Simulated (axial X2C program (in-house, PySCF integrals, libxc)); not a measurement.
Spin–orbit effects down a group: molecules with Cu, HF

All values come from calculations with an in-house relativistic program for diatomic molecules, spin-free (one-electron X2C) or two-component (2c: spin–orbit coupling with atomic mean-field Coulomb and Gaunt terms, which also bring small scalar terms), in Dyall basis sets with cores contracted in-house; open shells are unrestricted.

Basis sets: Cu dyall-cv3z, H dyall-v3z, Li dyall-cv3z, Na dyall-cv3z.

```tsv
molecule	spin-free state	Re (Å)	ωe (cm⁻¹)	De (eV)	2c state	Re 2c (Å)	ωe 2c (cm⁻¹)	De 2c (eV)
CuH	M_S = 0, Λ = 0	1.540	1703.0	n/a	Ω = 0	1.541	1701.9	n/a
LiCu	M_S = 0, Λ = 0	2.471	318.4	n/a	Ω = 0	2.472	318.3	n/a
NaCu	M_S = 0, Λ = 0	2.726	179.4	0.30	Ω = 0	2.726	179.3	0.30
```

Work out the shifts from the spin-free to the two-component result.



```json
{"molecule": "CuH", "2c state": "Ω = 0", "ΔRe (Å)": "0.001", "Δωe (cm⁻¹)": "-1.1", "ΔDe (eV)": "n/a"}
{"molecule": "LiCu", "2c state": "Ω = 0", "ΔRe (Å)": "0.001", "Δωe (cm⁻¹)": "-0.1", "ΔDe (eV)": "n/a"}
{"molecule": "NaCu", "2c state": "Ω = 0", "ΔRe (Å)": "0.000", "Δωe (cm⁻¹)": "-0.1", "ΔDe (eV)": "0.00"}
```

Shifts of one unit in the last digit are rounding.

Each entry is the lowest single determinant of a limited PBE0 search at one distance. De goes to single-determinant-based atoms at the same level (for ions the charge split of lowest energy) and is withheld (n/a) where an atom does not fit its ground term or J level. Main or longest-lived isotopes.
